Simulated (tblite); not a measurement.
C5H11NOS.
Z-matrix (Å and degrees, GFN2-xTB geometry), rows numbered from 1:
```
N 
C   1  1.4575
C   2  1.5350  1  109.45
C   3  1.5296  2  112.41  1  -160.33
C   4  1.5178  3  107.22  2   -71.88
S   5  1.8637  4  107.91  3   -33.98
O   6  1.4662  5  105.80  4   115.76
C   3  1.5206  2  111.49  1    82.55
H   1  1.0140  2  109.99  3   175.62
H   1  1.0152  2  110.18  3   -66.50
H   2  1.0941  1  106.96  3  -118.05
H   2  1.0993  1  113.17  3   122.83
H   3  1.0947  2  107.21  1   -38.64
H   4  1.0924  3  109.11  2   169.27
H   4  1.0907  3  111.47  2    50.02
H   5  1.0875  4  112.90  3  -153.32
H   5  1.0878  4  112.67  3    82.05
H   8  1.0888  3  111.68  2  -164.58
H   8  1.0869  3  113.97  2   -39.75
```

Method: GFN2-xTB as coded in tblite; computed harmonic values from a numerical Hessian at the method's own geometry, unscaled. Errors from tens to a few hundred cm⁻¹ against measured bands are possible. One conformer, not necessarily the lowest.

Harmonic wavenumbers (cm⁻¹): 65.7, 116.4, 144.5, 232.3, 286.1, 296.0, 324.2, 363.4, 400.5, 483.2, 605.0, 649.6, 699.9, 806.1, 856.7, 860.2, 915.6, 952.6, 981.8, 1015.3, 1041.3, 1068.5, 1090.1, 1109.4, 1115.3, 1132.1, 1162.0, 1187.9, 1207.3, 1229.0, 1268.0, 1270.5, 1319.0, 1321.7, 1378.5, 1440.1, 1445.5, 1483.6, 1486.9, 1570.2, 2883.2, 2943.6, 2957.2, 2972.9, 2993.7, 3006.4, 3024.2, 3026.1, 3032.6, 3386.9, 3418.5.

A = 2602, B = 1381, C = 1145 MHz; mass 133.056 u (most abundant isotopes); point group C1, symmetry number 1.

Question: Zero-point energy?

Answer: Half the sum of the wavenumbers: 35014 cm⁻¹ = 418.85 kJ/mol.

Question: Entropy at 298.15 K, 1 bar (ideal gas, RRHO, classical rotation)?

Answer: Translation 169.85, rotation 120.28, vibration 91.52: S = 381.7 J/(mol K).

Question: And Cp and H(298.15 K) − H(0)?

Answer: Cp = 145.39 J/(mol K), of which vibrations give 112.13 (their classical limit is 51 R = 424.0); H(298.15 K) − H(0) = 25.40 kJ/mol without the zero-point energy, 15.48 from vibrations.

Question: How do the functions run with temperature in this model?

Answer: 
```csv
T (K),S (J/(mol K)),Cp (J/(mol K)),H − H(0) (kJ/mol),G − H(0) (kJ/mol),ln q(vib)
50,237.0,46.2,1.89,-9.96,0.22
100,275.0,66.0,4.69,-22.82,0.92
373.15,417.8,178.2,37.54,-118.37,6.36
500,477.0,227.1,63.36,-175.16,9.17
750,583.0,294.6,129.24,-307.99,14.80
1000,674.1,338.1,208.69,-465.41,20.24
```

q(vib) and H(0) count from the zero-point level.

Question: Blend soft modes into free rotors: weight 1/[1 + (100 cm⁻¹/ν̃)⁴] for the oscillator and the rest for a rotor with moment μB/(μ + B), μ = h/(8π²ν), B = 10⁻⁴⁴ kg m². What vibrational entropy results?

Answer: 87.21 J/(mol K) in place of 91.52, which changes −T·S at 298.15 K by +1.29 kJ/mol.

Question: What must be added to the electronic energy to get the Gibbs energy at 298.15 K and 1 bar?

Answer: ZPE + [H(298.15 K) − H(0)] − T·S = 418.85 + 25.40 − 113.79 = 330.46 kJ/mol.

Question: Which modes carry the vibrational entropy at 298.15 K?

Answer: 65.7 cm⁻¹: 17.90; 116.4 cm⁻¹: 13.22; 144.5 cm⁻¹: 11.48; 232.3 cm⁻¹: 7.79; 286.1 cm⁻¹: 6.26; 296.0 cm⁻¹: 6.02 J/(mol K); the other 45 give 28.85 together.

Hindered rotation and anharmonicity are outside this model. Other conformers, if any are populated, would add a mixing term that is left out. The structure is chiral; the term R ln 2 for an equal mix with its mirror image is left out.
